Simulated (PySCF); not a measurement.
Mo(O)2(Me)2 (C2H6MoO2), SMILES [CH3][Mo]([CH3])(=[O])=[O], multiplicity 1.

The structure is a stationary point at B3LYP-D3(BJ)/def2-SVP. The multiplicity is an assumed one; no other spin state was optimised. The structure was generated by enumeration; whether it is a known compound was not checked. The def2 effective core potentials stand for the cores of Mo; spin–orbit coupling is left out.

Level of theory: B3LYP/def2-TZVP in PySCF.

Gas-phase values at a fixed geometry.

```
Item                                                                                                            Value
---------------------------------------------------------------------------------------------  ----------------------
total energy                                                                                       -298.69415 hartree
point group                                                                                                       C2v
highest occupied level                                                                                       -8.40 eV
lowest empty level                                                                                           -3.08 eV
orbital gap                                                                                                   5.32 eV
dipole moment                                                                                                  3.46 D
quadrupole, principal values (traceless, Buckingham form, about the centre of nuclear charge)  -5.53, -0.96, 6.49 D·Å
mean static polarisability                                                                      70.4 bohr³ (10.44 Å³)
polarisability, principal values                                                               64.6, 68.8, 77.9 bohr³
```
